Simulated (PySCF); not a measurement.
# Unknowns

How the numbers were obtained: couplings computed with B3LYP/pcJ-1, structure optimised with GFN2-xTB, shielding tensors at PBE0/pcSseg-1 (GIAO), in PySCF 2.14 (isolated molecule, non-relativistic, rapidly exchanging positions averaged, one computed conformer).

Referencing at the same level of theory: ¹H (σref 31.72) and ¹³C (σref 186.93) vs TMS. Multiplet labels drop J under 1 Hz and among equivalent protons, and merge close values. Unscaled 3J(H,H) run several per cent high. Splittings of carbon signals by F and P are missing where no couplings were computed. Where no couplings were computed, multiplicities follow the n + 1 count of equivalent neighbours, and m marks all less simple cases (inequivalent or close neighbours, rings, F or P nearby). Shifts are as computed. Against solution values, carbons near 30 ppm lie about +3 ppm off and those near 130 ppm about +5 ppm. Of 1211 compounds with measured shifts, 218 miss one by over three times the rms of a fit or turn the order of signals round; such compounds aren't used in these exercises.

Task: C3O2. ¹³C{¹H} NMR (computed): δ 126.6 (C), -17.2 (C). What is it?

Result: `C(=C=O)=C=O`. The formula gives 4 degrees of unsaturation (no ring in the answer). 2 carbon signals for 3 carbons: some carbons are equivalent by symmetry or fast rotation. Carbon types of the structure: 3 × C. δC 126.6: central carbon of a ketene. δC -17.2: central carbon of an allene.

The shifts were computed for this structure.

Task: C5H9FO. ¹H NMR (600 MHz, computed): δ 4.12 (m, 1H), 2.65 (m, 1H), 2.15 (m, 1H), 1.49 (m, 3H), 1.38 (d, 3H). ¹³C{¹H} NMR (computed): δ 96.2 (CH), 58.3 (CH), 52.9 (CH), 21.9 (CH3), 19.9 (CH3). What is it?

Result: SMILES C[C@@H](F)[C@H]1O[C@@H]1C. Rings plus π bonds: 1 (1 ring in the answer). 5 carbon signals for 5 carbons: no two carbons are equivalent. Carbon types of the structure: 3 × CH, 2 × CH3, which accounts for all hydrogens. δC 96.2: sp3 CH bonded to F; pulled downfield by the heteroatom. δC 21.9, 19.9: methyl carbon; a saturated carbon with 1 carbon neighbour and no heteroatom attached. δH 4.12: hydrogen on an sp3 CH bonded to F; its carbon carries F, an electronegative neighbour. δH 2.65, 2.15: hydrogen on an epoxide ring carbon; its carbon carries O, hence the downfield position.

The data come from this structure; uniqueness wasn't tested.
